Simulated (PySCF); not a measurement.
# Distorted geometries of [TaO2(OH)2]−

[TaO2(OH)2]− (singlet). PySCF 2.14.0, RKS PBE0, Ta def2-SVP with ECP60, O def2-SVP, H def2-SVP; non-relativistic Hamiltonian with scalar-relativistic core potentials where named; density fitting; no spin-orbit coupling. Relaxed geometry:

```xyz
7

Ta   -0.0536   -0.0368    0.2354
O     1.2330    0.0454   -0.9859
O     0.0768    1.3325    1.3579
O    -1.8340    0.0593   -0.6411
H    -2.4547    0.7116   -0.3076
O     0.1524   -1.7462    1.2264
H     0.8314   -2.3497    0.9152
```

Task: Order these distorted geometries by energy above the relaxed one, lowest first.
A.
```xyz
7

Ta   -0.0648    0.0267    0.2176
O     1.2387   -0.0373   -0.9582
O    -0.0264    1.2612    1.4331
O    -1.9062    0.0050   -0.5553
H    -2.4383    0.7530   -0.5182
O     0.1957   -1.6542    1.2528
H     0.9527   -2.3383    0.9286
```
B.
```xyz
7

Ta   -0.0284   -0.0038    0.2479
O     1.2456    0.0449   -0.9674
O     0.1215    1.3576    1.3275
O    -1.9046    0.0680   -0.6412
H    -2.4519    0.6902   -0.2585
O     0.1621   -1.7749    1.2328
H     0.8069   -2.3658    0.8591
```
C.
```xyz
7

Ta   -0.2773    0.2196    0.1152
O     1.3071    0.2715   -0.8080
O     0.0520    1.4277    1.5679
O    -1.5330   -0.3226   -0.7204
H    -2.5790    0.4299   -0.2768
O     0.2538   -1.8416    1.1617
H     0.7277   -2.1683    0.7607
```

Result: B (0.20 eV), A (0.57 eV), C (10.88 eV).

Task: Which forces (eV/Å) act in the one that lies 0.20 eV up?

Result: 
```
Ta  -1.85 -2.08 -0.82
O    0.39  0.12 -0.34
O    0.16  1.05  0.88
O    3.26 -2.08 -0.65
H   -1.92  2.14  1.28
O   -0.41  1.20 -0.12
H    0.38 -0.35 -0.23
```
Forces carry noise of the integration grid, about 0.01 to 0.03 eV/Å.
